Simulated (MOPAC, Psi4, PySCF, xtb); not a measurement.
Torsional profile of C7H5NS, SMILES N#Cc1ccccc1S. Scanned: dihedral C3–C8–S9–H14; all other coordinates were relaxed at GFN2-xTB. Points at φ and −φ are mirror images. Heavy atoms are numbered in the order of the SMILES N#Cc1ccccc1S, hydrogens after them in the order of the atoms that carry them; the mirror image has the same energies with the sign of each dihedral reversed.

Levels: PM3, restricted, heats of formation // GFN2-xTB (MOPAC); RKS-B3LYP/6-31G* = PySCF with restricted B3LYP/6-31G*, spherical d, density fitting // GFN2-xTB; GFN1-xTB // GFN2-xTB (xtb); PBE-D3(BJ)/def2-SVP // GFN2-xTB (Psi4).

Energies relative to the lowest point of each profile, in kJ/mol; the last columns give the difference from PBE-D3(BJ):

```json
[
 {"φ / °": "-160", "PM3": "1.9", "RKS-B3LYP/6-31G*": "6.7", "GFN1-xTB": "6.9", "PBE-D3(BJ)/def2-SVP": "8.9", "PM3 − PBE-D3(BJ)/def2-SVP": "-7.0", "RKS-B3LYP/6-31G* − PBE-D3(BJ)/def2-SVP": "-2.3", "GFN1-xTB − PBE-D3(BJ)/def2-SVP": "-2.0"},
 {"φ / °": "-140", "PM3": "4.3", "RKS-B3LYP/6-31G*": "10.4", "GFN1-xTB": "13.4", "PBE-D3(BJ)/def2-SVP": "13.4", "PM3 − PBE-D3(BJ)/def2-SVP": "-9.1", "RKS-B3LYP/6-31G* − PBE-D3(BJ)/def2-SVP": "-3.0", "GFN1-xTB − PBE-D3(BJ)/def2-SVP": "0.0"},
 {"φ / °": "-120", "PM3": "6.8", "RKS-B3LYP/6-31G*": "13.8", "GFN1-xTB": "20.8", "PBE-D3(BJ)/def2-SVP": "18.1", "PM3 − PBE-D3(BJ)/def2-SVP": "-11.3", "RKS-B3LYP/6-31G* − PBE-D3(BJ)/def2-SVP": "-4.3", "GFN1-xTB − PBE-D3(BJ)/def2-SVP": "2.7"},
 {"φ / °": "-100", "PM3": "7.8", "RKS-B3LYP/6-31G*": "14.8", "GFN1-xTB": "25.4", "PBE-D3(BJ)/def2-SVP": "20.3", "PM3 − PBE-D3(BJ)/def2-SVP": "-12.5", "RKS-B3LYP/6-31G* − PBE-D3(BJ)/def2-SVP": "-5.5", "GFN1-xTB − PBE-D3(BJ)/def2-SVP": "5.1"},
 {"φ / °": "-80", "PM3": "6.8", "RKS-B3LYP/6-31G*": "12.9", "GFN1-xTB": "24.3", "PBE-D3(BJ)/def2-SVP": "18.3", "PM3 − PBE-D3(BJ)/def2-SVP": "-11.5", "RKS-B3LYP/6-31G* − PBE-D3(BJ)/def2-SVP": "-5.4", "GFN1-xTB − PBE-D3(BJ)/def2-SVP": "6.0"},
 {"φ / °": "-60", "PM3": "4.3", "RKS-B3LYP/6-31G*": "8.8", "GFN1-xTB": "17.8", "PBE-D3(BJ)/def2-SVP": "12.8", "PM3 − PBE-D3(BJ)/def2-SVP": "-8.4", "RKS-B3LYP/6-31G* − PBE-D3(BJ)/def2-SVP": "-3.9", "GFN1-xTB − PBE-D3(BJ)/def2-SVP": "5.0"},
 {"φ / °": "-40", "PM3": "1.6", "RKS-B3LYP/6-31G*": "4.5", "GFN1-xTB": "9.3", "PBE-D3(BJ)/def2-SVP": "6.5", "PM3 − PBE-D3(BJ)/def2-SVP": "-4.9", "RKS-B3LYP/6-31G* − PBE-D3(BJ)/def2-SVP": "-2.0", "GFN1-xTB − PBE-D3(BJ)/def2-SVP": "2.8"},
 {"φ / °": "-20", "PM3": "0.1", "RKS-B3LYP/6-31G*": "1.2", "GFN1-xTB": "2.5", "PBE-D3(BJ)/def2-SVP": "1.8", "PM3 − PBE-D3(BJ)/def2-SVP": "-1.6", "RKS-B3LYP/6-31G* − PBE-D3(BJ)/def2-SVP": "-0.6", "GFN1-xTB − PBE-D3(BJ)/def2-SVP": "0.7"},
 {"φ / °": "0", "PM3": "0.0", "RKS-B3LYP/6-31G*": "0.0", "GFN1-xTB": "0.0", "PBE-D3(BJ)/def2-SVP": "0.0", "PM3 − PBE-D3(BJ)/def2-SVP": "0.0", "RKS-B3LYP/6-31G* − PBE-D3(BJ)/def2-SVP": "0.0", "GFN1-xTB − PBE-D3(BJ)/def2-SVP": "0.0"},
 {"φ / °": "20", "PM3": "0.1", "RKS-B3LYP/6-31G*": "1.2", "GFN1-xTB": "2.5", "PBE-D3(BJ)/def2-SVP": "1.8", "PM3 − PBE-D3(BJ)/def2-SVP": "-1.6", "RKS-B3LYP/6-31G* − PBE-D3(BJ)/def2-SVP": "-0.6", "GFN1-xTB − PBE-D3(BJ)/def2-SVP": "0.7"},
 {"φ / °": "40", "PM3": "1.6", "RKS-B3LYP/6-31G*": "4.5", "GFN1-xTB": "9.3", "PBE-D3(BJ)/def2-SVP": "6.5", "PM3 − PBE-D3(BJ)/def2-SVP": "-4.9", "RKS-B3LYP/6-31G* − PBE-D3(BJ)/def2-SVP": "-2.0", "GFN1-xTB − PBE-D3(BJ)/def2-SVP": "2.8"},
 {"φ / °": "60", "PM3": "4.3", "RKS-B3LYP/6-31G*": "8.8", "GFN1-xTB": "17.8", "PBE-D3(BJ)/def2-SVP": "12.8", "PM3 − PBE-D3(BJ)/def2-SVP": "-8.4", "RKS-B3LYP/6-31G* − PBE-D3(BJ)/def2-SVP": "-3.9", "GFN1-xTB − PBE-D3(BJ)/def2-SVP": "5.0"},
 {"φ / °": "80", "PM3": "6.8", "RKS-B3LYP/6-31G*": "12.9", "GFN1-xTB": "24.3", "PBE-D3(BJ)/def2-SVP": "18.3", "PM3 − PBE-D3(BJ)/def2-SVP": "-11.5", "RKS-B3LYP/6-31G* − PBE-D3(BJ)/def2-SVP": "-5.4", "GFN1-xTB − PBE-D3(BJ)/def2-SVP": "6.0"},
 {"φ / °": "100", "PM3": "7.8", "RKS-B3LYP/6-31G*": "14.8", "GFN1-xTB": "25.4", "PBE-D3(BJ)/def2-SVP": "20.3", "PM3 − PBE-D3(BJ)/def2-SVP": "-12.5", "RKS-B3LYP/6-31G* − PBE-D3(BJ)/def2-SVP": "-5.5", "GFN1-xTB − PBE-D3(BJ)/def2-SVP": "5.1"},
 {"φ / °": "120", "PM3": "6.8", "RKS-B3LYP/6-31G*": "13.8", "GFN1-xTB": "20.8", "PBE-D3(BJ)/def2-SVP": "18.1", "PM3 − PBE-D3(BJ)/def2-SVP": "-11.3", "RKS-B3LYP/6-31G* − PBE-D3(BJ)/def2-SVP": "-4.3", "GFN1-xTB − PBE-D3(BJ)/def2-SVP": "2.7"},
 {"φ / °": "140", "PM3": "4.3", "RKS-B3LYP/6-31G*": "10.4", "GFN1-xTB": "13.4", "PBE-D3(BJ)/def2-SVP": "13.4", "PM3 − PBE-D3(BJ)/def2-SVP": "-9.1", "RKS-B3LYP/6-31G* − PBE-D3(BJ)/def2-SVP": "-3.0", "GFN1-xTB − PBE-D3(BJ)/def2-SVP": "0.0"},
 {"φ / °": "160", "PM3": "1.9", "RKS-B3LYP/6-31G*": "6.7", "GFN1-xTB": "6.9", "PBE-D3(BJ)/def2-SVP": "8.9", "PM3 − PBE-D3(BJ)/def2-SVP": "-7.0", "RKS-B3LYP/6-31G* − PBE-D3(BJ)/def2-SVP": "-2.3", "GFN1-xTB − PBE-D3(BJ)/def2-SVP": "-2.0"},
 {"φ / °": "180", "PM3": "1.0", "RKS-B3LYP/6-31G*": "5.0", "GFN1-xTB": "4.3", "PBE-D3(BJ)/def2-SVP": "7.0", "PM3 − PBE-D3(BJ)/def2-SVP": "-6.1", "RKS-B3LYP/6-31G* − PBE-D3(BJ)/def2-SVP": "-2.0", "GFN1-xTB − PBE-D3(BJ)/def2-SVP": "-2.8"}
]
```

PM3 is furthest from PBE-D3(BJ)/def2-SVP at -100 (-12.5 kJ/mol, below); its mean absolute difference over the points is 7.7 kJ/mol.

RKS-B3LYP/6-31G* is furthest from PBE-D3(BJ)/def2-SVP at -100 (-5.5 kJ/mol, below); its mean absolute difference over the points is 3.1 kJ/mol.

GFN1-xTB is furthest from PBE-D3(BJ)/def2-SVP at -80 (6.0 kJ/mol, above); its mean absolute difference over the points is 2.9 kJ/mol.
